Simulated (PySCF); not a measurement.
C4H9O, SMILES [O]CCCC, multiplicity 2. The structure is a stationary point at PBE-D3(BJ)/def2-SVP. The isomer is the one that the SMILES or the coordinates give; other isomers of the formula were not compared. The values are those of a single conformer.

Question: Give the equilibrium geometry at PBE-D3(BJ)/def2-SVP (PySCF confirms it by a frequency run) as Cartesian coordinates in Å. (An estimate is asked for; the answer gives what the named calculation found.)

Answer: Several could match; the one computed here: 
```xyz
14

C      2.3579    -0.1172     0.0228
C      0.8915    -0.4641    -0.2286
C     -0.0536     0.7350    -0.1194
C     -1.5312     0.3339    -0.2246
O     -1.9841    -0.5698     0.6644
H      2.7284     0.6364    -0.7036
H      2.5022     0.3070     1.0385
H      3.0096    -1.0101    -0.0615
H      0.5450    -1.2310     0.4975
H      0.7796    -0.9269    -1.2352
H      0.0955     1.2405     0.8607
H      0.1750     1.4934    -0.9010
H     -2.2135     1.2350    -0.2623
H     -1.7363    -0.1119    -1.2495
```
Charge 0, spin multiplicity 2.
